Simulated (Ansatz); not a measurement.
`[F][Ga]([Cl])[Cl]` + `C[SiH3]` → `C[SiH2][Ga]([F])[Cl]` + HCl  (formal exchange of groups at a Ga–Cl bond)

Computed with Ansatz on PBE0-D4/def2-TZVP structures; ΔE is electronic, products minus reactants. CBS: MP2 limit from def2 TZ/QZ plus the TZ coupled-cluster correction, frozen cores. This one scheme is used for every species. DFT in def2-TZVPP. For Ga outer-core shells are correlated without core-valence functions, which leaves a few kJ/mol of doubt a bond. Scalar relativity is left out up to krypton. Each species was taken in one conformer, which may not be the lowest.

```json
{"level": "revPBE-D4", "ΔE (kJ/mol)": "54.1"}
{"level": "BLYP-D4", "ΔE (kJ/mol)": "56.9"}
{"level": "r2SCAN0-D4", "ΔE (kJ/mol)": "71.8"}
{"level": "CAM-B3LYP-D4", "ΔE (kJ/mol)": "68.6"}
{"level": "BLYP", "ΔE (kJ/mol)": "61.1"}
{"level": "MP2/def2-TZVPP", "ΔE (kJ/mol)": "77.4"}
{"level": "HF/def2-QZVPP", "ΔE (kJ/mol)": "99.5"}
{"level": "MP2/CBS(def2)", "ΔE (kJ/mol)": "71.5"}
```

Task: What does CCSD(T)/CBS give? (Estimate.)

Result: Ansatz gave: +66.3 kJ/mol. The listed levels differ from it by -12.2, -9.4, 5.5, 2.3, -5.2, 11.1, 33.2, 5.2 kJ/mol.

Largest T1 diagnostic among the species: 0.013.

From BLYP to BHLYP (50 % exact exchange), in def2-TZVPP and without D4, ΔE moves by +17.9 kJ/mol. The D4 term adds −4.1 kJ/mol with B3LYP and −2.6 kJ/mol with PBE0; it sums over pairs of atoms, weighted by their polarisabilities, and B3LYP, whose exchange is more repulsive, gets the larger term. In def2-TZVPP, CCSD(T) changes the Hartree–Fock value by −27.3 kJ/mol (the triples alone add −2.3 kJ/mol) and MP2 by −22.0 kJ/mol.

B3LYP here is the variant with VWN-RPA as its local correlation; programs differ in this.
